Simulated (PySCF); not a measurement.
Species: C6H7NO2S.
Z-matrix (Å and degrees, GFN2-xTB geometry), rows numbered from 1:
```
C 
S   1  1.8170
O   2  1.4362  1  108.42
O   2  1.4362  1  108.42  3  -130.00
C   2  1.8024  1  103.20  3   114.99
C   5  1.3808  2  119.89  1    89.99
C   6  1.3899  5  117.36  2  -179.95
N   7  1.3208  6  123.06  5     0.13
C   8  1.3208  7  118.86  6    -0.33
C   5  1.3808  2  119.81  1   -90.05
H   1  1.0820  2  108.22  3  -175.47
H   1  1.0830  2  107.61  3    65.06
H   1  1.0819  2  108.18  3   -54.39
H   6  1.0777  5  120.11  2     1.29
H   7  1.0816  6  121.23  5  -179.77
H   9  1.0816  8  115.72  7  -179.59
H  10  1.0778  5  120.09  2    -1.30
```

Method: PBE0/pcSseg-1 in PySCF (dipole) on a GFN2-xTB geometry, gas phase.

Masses are those of the commonest isotopes; rigid-rotor values at the optimised geometry. The values belong to one conformer with, in the numbering `[CH3:1][S:2](=[O:3])(=[O:4])[c:5]1[cH:6][cH:7][n:8][cH:9][cH:10]1`, C1–S2–C5–C6 90°.

(1) What are A, B and C (MHz)?

(2) What kind of rotor is it?

(3) Is it planar, by Δ = Ic − Ia − Ib?

(4) Where do the levels up to J = 5 lie, in cm⁻¹?

(5) Which lines would a microwave search look for?

Results:

(1) Ia = 193.68, Ib = 621.59, Ic = 694.65 u·Å²; 505379 MHz·u·Å²/I gives A = 2609, B = 813.0, C = 727.5 MHz.

(2) A near-prolate asymmetric top: κ = (2 × 813.0 − 2609 − 727.5)/(2609 − 727.5) = -0.91.

(3) Not planar: Δ = Ic − Ia − Ib = -120.62 u·Å². For a rigid frame Δ = −2 Σ m c², so Σ m c² = 60.31 u·Å² lies off the ab plane: 11.84 from hydrogen and 48.47 from heavier atoms. The atom farthest from that plane is 2.11 Å away.

(4) Above 0(0,0):
J = 1: 1(0,1) 0.0514, 1(1,1) 0.1113, 1(1,0) 0.1142
J = 2: 2(0,2) 0.1541, 2(1,2) 0.2112, 2(1,1) 0.2198, 2(2,1) 0.3995, 2(2,0) 0.3996
J = 3: 3(0,3) 0.3078, 3(1,3) 0.3611, 3(1,2) 0.3782, 3(2,2) 0.5537, 3(2,1) 0.5542, 3(3,1) 0.8605, 3(3,0) 0.8605
J = 4: 4(0,4) 0.5124, 4(1,4) 0.5607, 4(1,3) 0.5892, 4(2,3) 0.7592, 4(2,2) 0.7607, 4(3,2) 1.0662, 4(3,1) 1.0663, 4(4,1) 1.4955, 4(4,0) 1.4955
J = 5: 5(0,5) 0.7674, 5(1,5) 0.8101, 5(1,4) 0.8528, 5(2,4) 1.0159, 5(2,3) 1.0193, 5(3,3) 1.3235, 5(3,2) 1.3236, 5(4,2) 1.7526, 5(4,1) 1.7526, 5(5,1) 2.3045, 5(5,0) 2.3045
The levels of one J sum to (2J + 1)J(J + 1)(A + B + C)/3.

(5) The dipole components are |μa| = 0.98 D, |μb| = 0.00 D, |μc| = 3.64 D; the mirror of this Cs structure is the ac plane, so μb vanishes by symmetry and there are no b-type lines. Intensities carry the squares of the components, which stand as 0.07 : 1.00 (a : c). Some lines, for components of 0.1 D or more:

```
type  branch         J(Ka,Kc)    MHz  lower level (cm⁻¹)
   a       Q  3(1,2) ← 3(1,3)    513               0.361
   a       R  1(0,1) ← 0(0,0)   1541               0.000
   c       Q  3(1,3) ← 3(0,3)   1596               0.308
   c       Q  2(1,2) ← 2(0,2)   1714               0.154
   c       Q  1(1,1) ← 1(0,1)   1796               0.051
   a       R  2(1,2) ← 1(1,1)   2996               0.111
   a       R  2(0,2) ← 1(0,1)   3078               0.051
   a       R  2(1,1) ← 1(1,0)   3167               0.114
   c       R  1(1,0) ← 0(0,0)   3422               0.000
   a       R  3(1,3) ← 2(1,2)   4492               0.211
   a       R  3(0,3) ← 2(0,2)   4610               0.154
   a       R  3(2,2) ← 2(2,1)   4622               0.400
   a       R  3(2,1) ← 2(2,0)   4634               0.400
   a       R  3(1,2) ← 2(1,1)   4748               0.220
   c       R  2(1,1) ← 1(0,1)   5048               0.051
   c       Q  3(2,2) ← 3(1,2)   5263               0.378
   c       Q  2(2,1) ← 2(1,1)   5389               0.220
   c       R  3(1,2) ← 2(0,2)   6718               0.154
   c       R  2(2,0) ← 1(1,0)   8559               0.114
   c       R  2(2,1) ← 1(1,1)   8641               0.111
   c       Q  3(3,1) ← 3(2,1)   9182               0.554
   c       R  3(2,1) ← 2(1,1)  10026               0.220
   c       R  3(2,2) ← 2(1,2)  10267               0.211
   c       R  3(3,0) ← 2(2,0)  13816               0.400
   c       R  3(3,1) ← 2(2,1)  13819               0.400
```

No frequency check. These are rigid-rotor constants of the computed structure; measured ground-state constants (B0) also hold zero-point vibration. A rigid rotor knows nothing of internal rotation, which can split or shift real lines. Quadrupole hyperfine structure (14N) is left out.

Hardware: one thread of an x86-64 server, no GPU, shared host. Cost: 44 s wall. This is the PBE0/pcSseg-1 job that gave the dipole, with the shieldings it also computed.
